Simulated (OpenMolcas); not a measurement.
V3+ (d2) among equal point charges was computed by CASSCF with the d shell active (OpenMolcas, ANO-RCC-VDZP on the metal). Its lowest spin-free states, and all those of the highest spin:

| 2S+1 | Degeneracy | E (cm-1) |
| --- | --- | --- |
| 3 | 1 | 0.0 |
| 3 | 3 | 2994 |
| 3 | 3 | 5281 |
| 1 | 2 | 14747 |
| 1 | 3 | 17351 |
| 3 | 3 | 19511 |
| 1 | 1 | 22577 |
| 1 | 3 | 23346 |
| 1 | 2 | 24588 |
| 1 | 3 | 25508 |
| 1 | 1 | 53858 |

Task: Is the site octahedral, tetrahedral or cube-like, axial, or of lower symmetry?

Result: The states with 2S+1 = 3 have orbital degeneracies 1, 3, 3, 3. Threefold states need a cubic site. For d2 at this spin an octahedron puts the threefold T1 below the threefold T2 and a tetrahedron or cube puts the single A2 below the threefold T2, so the site is a tetrahedron or a cube, which this pattern cannot tell apart. The first gap at this spin, 2990 cm-1, is |10Dq| in ligand-field theory. The run had V3+ among 4 point charges of -2.4 e arranged as a tetrahedron (Td), 1.89 Å from the ion.

Without dynamic correlation the repulsion within the d shell is too large (B by tens of per cent), so at a given field states of lower spin stand too high. Point charges carry no covalency, so the field is a model and not that of real ligands. No measured value stands beside these numbers.
